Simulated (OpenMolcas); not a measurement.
Computed levels of 4d² in ions with 38 electrons, in cm-1 above ³F₂.

```
Program             : OpenMolcas 26.06
Method              : SS-CASPT2, IPEA 0.25 Eh, imaginary shift 0.1 Eh
Basis               : ANO-RCC-VQZP
Scalar Hamiltonian  : DKH2, point nucleus
Spin-orbit coupling : RASSI with atomic mean-field integrals over the reference wave functions, term energies averaged over their components
```

Active space for each ion: 2 electrons in 10 orbitals (4d 5d); closed shells correlated by CASPT2: 4s 4p.

| Level | Zr2+ | Mo4+ | Tc5+ | Ru6+ | Rh7+ |
| --- | --- | --- | --- | --- | --- |
| ³F₃ | 707 | 1509 | 2010 | 2640 | 3390 |
| ³F₄ | 1534 | 3220 | 4250 | 5510 | 6970 |
| ¹D₂ | 5780 | 9850 | 11590 | 13430 | 14960 |
| ³P₀ | 8560 | 11730 | 13170 | 14780 | 16050 |
| ³P₁ | 8830 | 12340 | 14000 | 15910 | 17540 |
| ³P₂ | 9350 | 13680 | 15920 | 18550 | 21040 |
| ¹G₄ | 11290 | 16550 | 19200 | 21780 | 24240 |
| ¹S₀ | 23710 | 38070 | 43660 | 49180 | 54290 |

Task: Estimate ³F₄, ¹D₂, ³P₀ for Nb3+ from its neighbours Zr2+ and Mo4+.

Result: ³F₄ is fine structure, which grows about as the fourth power of a screened charge, so the fourth roots are averaged: ((1534^0.25 + 3220^0.25) / 2)^4 = 2261. The calculation gives 2310, so the estimate is off by -2.1 %.
¹D₂ is another term, which grows about linearly with the charge: (5780 + 9850) / 2 = 7815. The calculation gives 7920, so the estimate is off by -1.3 %.
³P₀ is another term, which grows about linearly with the charge: (8560 + 11730) / 2 = 10145. The calculation gives 10330, so the estimate is off by -1.8 %.

Mixed levels, with the weight of the term that names them: Rh7+ ¹D₂ (71 %), Rh7+ ³P₂ (74 %).

CASPT2 does not keep the components of a term degenerate, so their means are used; among the terms shown or strongly mixed into the levels shown the widest spread is 850 cm-1 (4d² ¹G, Ru6+). Active for correlation alone: 5d; no level in the range computed is led by a configuration that fills it, so any true level of that kind is missing. Levels of configurations outside the active space are missing.
